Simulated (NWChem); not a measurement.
System: CH$_{5}$FOSi; SMILES OC[SiH2]F

Here is an NWChem input.

```
start job
memory heap 200 mb stack 900 mb global 1100 mb
geometry units angstroms
  O      0.610232    -1.838145     0.224088
  C     -0.377386    -1.075412    -0.432683
  Si    -0.462849     0.715555     0.147190
  F      0.888581     1.518440    -0.271181
  H      0.401986    -1.860928     1.163855
  H     -1.390515    -1.528292    -0.360422
  H     -0.132910    -1.085722    -1.508742
  H     -1.624140     1.421586    -0.468089
  H     -0.553888     0.741289     1.637964
end
basis spherical
  O library sto-3g
  C library sto-3g
  Si library sto-3g
  F library sto-3g
  H library sto-3g
end
dft
  xc hfexch
  iterations 150
end
driver
  maxiter 120
end
task dft optimize
task dft freq
```

Parts of the log:

```
             Northwest Computational Chemistry Package (NWChem) 7.3.0
             --------------------------------------------------------

 C1  symmetry detected

                             Geometry "geometry" -> ""
                             -------------------------

 Output coordinates in angstroms (scale by  1.889725989 to convert to a.u.)

  No.       Tag          Charge          X              Y              Z
 ---- ---------------- ---------- -------------- -------------- --------------
    1 O                    8.0000     0.61452534    -1.84091309     0.19394860
    2 C                    6.0000    -0.35523590    -1.06902781    -0.47855072
    3 Si                  14.0000    -0.50411818     0.69420784     0.16948747
    4 F                    9.0000     0.84969467     1.53793590    -0.14884473
    5 H                    1.0000     0.36170611    -1.90683840     1.12065447
    6 H                    1.0000    -1.36147389    -1.54254908    -0.47467335
    7 H                    1.0000    -0.05900749    -1.02979322    -1.54085348
    8 H                    1.0000    -1.64819020     1.40460918    -0.47244239
    9 H                    1.0000    -0.66741946     0.65571021     1.65380822

 Effective nuclear repulsion energy (a.u.)     173.8389728645

                                Z-matrix (autoz)
                                --------

 Units are Angstrom for bonds and degrees for angles

      Type          Name      I     J     K     L     M      Value
      ----------- --------  ----- ----- ----- ----- ----- ----------
    1 Stretch                  1     2                       1.41014
    2 Stretch                  1     5                       0.96283
    3 Stretch                  2     3                       1.88444
    4 Stretch                  2     6                       1.11209
    5 Stretch                  2     7                       1.10353
    6 Stretch                  3     4                       1.62666
    7 Stretch                  3     8                       1.49186
    8 Stretch                  3     9                       1.49377
    9 Bend                     1     2     3               113.73493
   10 Bend                     1     2     6               112.79974
   11 Bend                     1     2     7               107.09406
   12 Bend                     2     1     5               108.41579
   13 Bend                     2     3     4               110.62647
   14 Bend                     2     3     8               110.98809
   15 Bend                     2     3     9               109.04043
   16 Bend                     3     2     6               109.00927
   17 Bend                     3     2     7               108.60141
   18 Bend                     4     3     8               107.88139
   19 Bend                     4     3     9               107.38618
   20 Bend                     6     2     7               105.15200
   21 Bend                     8     3     9               110.85487
   22 Torsion                  1     2     3     4          66.84416
   23 Torsion                  1     2     3     8        -173.43404
   24 Torsion                  1     2     3     9         -51.03831
   25 Torsion                  3     2     1     5          61.47073
   26 Torsion                  4     3     2     6        -166.34231
   27 Torsion                  4     3     2     7         -52.28538
   28 Torsion                  5     1     2     6         -63.33561
   29 Torsion                  5     1     2     7        -178.54387
   30 Torsion                  6     2     3     8         -46.62052
   31 Torsion                  6     2     3     9          75.77522
   32 Torsion                  7     2     3     8          67.43642
   33 Torsion                  7     2     3     9        -170.16785

  xc_inp: hfexch multiplicative factor not found.

                           NWChem Geometry Optimization
                           ----------------------------

 maximum gradient threshold         (gmax) =   0.000450
 rms gradient threshold             (grms) =   0.000300
 maximum cartesian step threshold   (xmax) =   0.001800
 rms cartesian step threshold       (xrms) =   0.001200
 fixed trust radius                (trust) =   0.300000
 source of zmatrix                         =   autoz

          -------------------
          Energy Minimization
          -------------------

 Using diagonal initial Hessian
 Scaling for Hessian diagonals: bonds = 1.00  angles = 0.25  torsions = 0.10

          --------
          Step   0

                                 NWChem DFT Module
                                 -----------------

 Summary of "ao basis" -> "ao basis" (spherical)
 ------------------------------------------------------------------------------
       Tag                 Description            Shells   Functions and Types
 ---------------- ------------------------------  ------  ---------------------
 O                           sto-3g                  3        5   2s1p
 C                           sto-3g                  3        5   2s1p
 Si                          sto-3g                  5        9   3s2p
 F                           sto-3g                  3        5   2s1p
 H                           sto-3g                  1        1   1s

            General Information
            -------------------
          SCF calculation type: DFT
          Wavefunction type:  closed shell.
          No. of atoms     :     9
          No. of electrons :    42
           Alpha electrons :    21
            Beta electrons :    21
          Charge           :     0
          Spin multiplicity:     1
          Use of symmetry is: off; symmetry adaption is: off
          Maximum number of iterations: 150
          AO basis - number of functions:    29
                     number of shells:    19
          Convergence on energy requested:  1.00D-06
          Convergence on density requested:  1.00D-05
          Convergence on gradient requested:  5.00D-04

              XC Information
              --------------
                     Hartree-Fock (Exact) Exchange  1.000

      Superposition of Atomic Density Guess
      -------------------------------------

 Sum of atomic energies:        -496.74134473

      Non-variational initial energy
      ------------------------------

 Total energy =    -496.772628
 1-e energy   =   -1041.805922
 2-e energy   =     371.194321
 HOMO         =      -0.125402
 LUMO         =       0.408743

   convergence    iter        energy       DeltaE   RMS-Dens  Diis-err
 ---------------- ----- ----------------- --------- --------- ---------
 d= 0,ls=0.0,diis     1   -497.6958516641 -6.72D+02  3.11D-02  4.67D-01
 d= 0,ls=0.0,diis     2   -497.7915161046 -9.57D-02  6.92D-03  3.29D-02
 d= 0,ls=0.0,diis     3   -497.7973238993 -5.81D-03  2.64D-03  1.65D-03
 d= 0,ls=0.0,diis     4   -497.7978765437 -5.53D-04  5.14D-04  7.04D-05
 d= 0,ls=0.0,diis     5   -497.7978985022 -2.20D-05  1.36D-04  3.21D-06
  Resetting Diis
 d= 0,ls=0.0,diis     6   -497.7978996830 -1.18D-06  1.00D-05  2.30D-08
 d= 0,ls=0.0,diis     7   -497.7978996904 -7.38D-09  1.18D-06  6.53D-10

         Total DFT energy =     -497.797899690355
      One electron energy =    -1039.932438747366
           Coulomb energy =      414.448839522076
    Exchange-Corr. energy =      -46.153273329570
 Nuclear repulsion energy =      173.838972864505

 Numeric. integr. density =        0.000000000000

                       DFT Final Molecular Orbital Analysis
                       ------------------------------------

[...]

      ----------------------
      Optimization converged
      ----------------------

  Step       Energy      Delta E   Gmax     Grms     Xrms     Xmax
  ---- ---------------- -------- -------- -------- -------- --------
@   10    -497.80594956 -1.8D-07  0.00003  0.00001  0.00043  0.00095
                                     ok       ok       ok       ok

                                Z-matrix (autoz)
                                --------

 Units are Angstrom for bonds and degrees for angles

      Type          Name      I     J     K     L     M      Value     Gradient
      ----------- --------  ----- ----- ----- ----- ----- ---------- ----------
    1 Stretch                  1     2                       1.44383    0.00003
    2 Stretch                  1     5                       0.99196    0.00002
    3 Stretch                  2     3                       1.88374   -0.00003
    4 Stretch                  2     6                       1.09420   -0.00001
    5 Stretch                  2     7                       1.09118    0.00003
    6 Stretch                  3     4                       1.62061    0.00000
    7 Stretch                  3     8                       1.42401    0.00000
    8 Stretch                  3     9                       1.42431   -0.00001
    9 Bend                     1     2     3               115.48598    0.00000
   10 Bend                     1     2     6               110.59567   -0.00001
   11 Bend                     1     2     7               105.82311   -0.00000
   12 Bend                     2     1     5               104.18817   -0.00001
   13 Bend                     2     3     4               110.51641   -0.00000
   14 Bend                     2     3     8               108.96951   -0.00001
   15 Bend                     2     3     9               109.61762    0.00001
   16 Bend                     3     2     6               109.26674   -0.00000
   17 Bend                     3     2     7               109.21571    0.00001
   18 Bend                     4     3     8               109.05667    0.00001
   19 Bend                     4     3     9               109.10552   -0.00001
   20 Bend                     6     2     7               105.97953    0.00001
   21 Bend                     8     3     9               109.55906    0.00001
   22 Torsion                  1     2     3     4          68.99366   -0.00001
   23 Torsion                  1     2     3     8        -171.18722   -0.00001
   24 Torsion                  1     2     3     9         -51.29730   -0.00000
   25 Torsion                  3     2     1     5          67.26103    0.00000
   26 Torsion                  4     3     2     6        -165.59583   -0.00002
   27 Torsion                  4     3     2     7         -50.08606   -0.00001
   28 Torsion                  5     1     2     6         -57.46298    0.00001
   29 Torsion                  5     1     2     7        -171.80446    0.00001
   30 Torsion                  6     2     3     8         -45.77670   -0.00002
   31 Torsion                  6     2     3     9          74.11321   -0.00002
   32 Torsion                  7     2     3     8          69.73306   -0.00002
   33 Torsion                  7     2     3     9        -170.37702   -0.00001

                         Geometry "geometry" -> "geometry"
                         ---------------------------------

 Output coordinates in angstroms (scale by  1.889725989 to convert to a.u.)

  No.       Tag          Charge          X              Y              Z
 ---- ---------------- ---------- -------------- -------------- --------------
    1 O                    8.0000     0.64041051    -1.86394639     0.19114907
    2 C                    6.0000    -0.34388193    -1.04126308    -0.47142264
    3 Si                  14.0000    -0.49897716     0.71973233     0.17921756
    4 F                    9.0000     0.82612944     1.57863796    -0.18514880
    5 H                    1.0000     0.27816537    -1.98696405     1.10636527
    6 H                    1.0000    -1.32628714    -1.52253377    -0.44833123
    7 H                    1.0000    -0.04858297    -1.01146247    -1.52146172
    8 H                    1.0000    -1.63291360     1.33700597    -0.42158646
    9 H                    1.0000    -0.66358149     0.69413504     1.59375303

 Effective nuclear repulsion energy (a.u.)     173.5097883195

                Final and change from initial internal coordinates
                --------------------------------------------------

                                Z-matrix (autoz)
                                --------

 Units are Angstrom for bonds and degrees for angles

[...]

 Rotational Constants
 --------------------
 A=   0.383826 cm-1  (  0.552227 K)
 B=   0.111649 cm-1  (  0.160635 K)
 C=   0.097785 cm-1  (  0.140688 K)

 Temperature                      =   298.15K
 frequency scaling parameter      =   1.0000

 Zero-Point correction to Energy  =   46.805 kcal/mol  (  0.074588 au)
 Thermal correction to Energy     =   50.095 kcal/mol  (  0.079832 au)
 Thermal correction to Enthalpy   =   50.687 kcal/mol  (  0.080776 au)

 Total Entropy                    =   73.785 cal/mol-K
   - Translational                =   39.036 cal/mol-K (mol. weight =  80.0094)
   - Rotational                   =   25.446 cal/mol-K (symmetry #  =        1)
   - Vibrational                  =    9.303 cal/mol-K

 Cv (constant volume heat capacity) =   16.457 cal/mol-K
   - Translational                  =    2.979 cal/mol-K
   - Rotational                     =    2.979 cal/mol-K
   - Vibrational                    =   10.498 cal/mol-K

[normal modes left out]

 ----------------------------------------------------------------------------
 Normal Eigenvalue ||           Projected Infra Red Intensities
  Mode   [cm**-1]  || [atomic units] [(debye/angs)**2] [(KM/mol)] [arbitrary]
 ------ ---------- || -------------- ----------------- ---------- -----------
    1       -0.000 ||    0.000212           0.005         0.206       0.066
    2       -0.000 ||    0.002495           0.058         2.432       0.781
    3       -0.000 ||    0.002035           0.047         1.983       0.637
    4        0.000 ||    0.000700           0.016         0.682       0.219
    5        0.000 ||    0.000325           0.008         0.317       0.102
    6        0.000 ||    0.000305           0.007         0.297       0.095
    7       72.676 ||    0.000591           0.014         0.576       0.185
    8      227.713 ||    0.008634           0.199         8.417       2.702
    9      330.471 ||    0.035446           0.818        34.554      11.093
   10      374.727 ||    0.067423           1.556        65.727      21.101
   11      695.502 ||    0.062257           1.436        60.691      19.484
   12      813.762 ||    0.026549           0.613        25.882       8.309
   13      898.268 ||    0.032305           0.745        31.493      10.111
   14      963.061 ||    0.032801           0.757        31.977      10.266
   15      970.943 ||    0.000649           0.015         0.633       0.203
   16     1145.487 ||    0.271597           6.266       264.766      85.001
   17     1225.462 ||    0.158718           3.662       154.726      49.673
   18     1297.386 ||    0.010905           0.252        10.631       3.413
   19     1393.252 ||    0.033997           0.784        33.142      10.640
   20     1595.441 ||    0.007964           0.184         7.763       2.492
   21     1731.551 ||    0.016202           0.374        15.795       5.071
   22     1818.449 ||    0.000949           0.022         0.925       0.297
   23     2867.871 ||    0.020401           0.471        19.888       6.385
   24     2901.272 ||    0.030674           0.708        29.902       9.600
   25     3548.282 ||    0.006317           0.146         6.158       1.977
   26     3669.245 ||    0.002989           0.069         2.914       0.935
   27     4215.263 ||    0.029270           0.675        28.534       9.161
 ----------------------------------------------------------------------------
```

Level: Hartree-Fock/STO-3G.
